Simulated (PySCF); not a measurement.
**How methods differ on the excitation energy of B+**

B+ [He] 2s2 (1S) → B+ [He] 2s1 2p1 (3P), as a difference of total energies. All numbers are calculated (PySCF 2.14, the spin-free X2C one-electron Hamiltonian (Gaussian nucleus), in x2c-QZVPPall with one added diffuse shell each of s, p, d, f type (8s5p4d3f1g, 73 functions)). Correlated levels: valence and next inner shell: nothing frozen. The calculations carry no spin-orbit coupling.

Problem. Order these methods by the excitation energy they give, lowest first.
A. UHF
B. SCS-MP2 (valence and next inner shell)
C. MP2 (valence and next inner shell)
D. CCSD(T) (valence and next inner shell)

Solution. A (3.138 eV), C (4.064 eV), B (4.333 eV), D (4.620 eV).

Errors of the correlated levels include the incompleteness of this basis.

For comparison: 4.631 eV (measured; NIST levels, between the centres of gravity of the two terms).
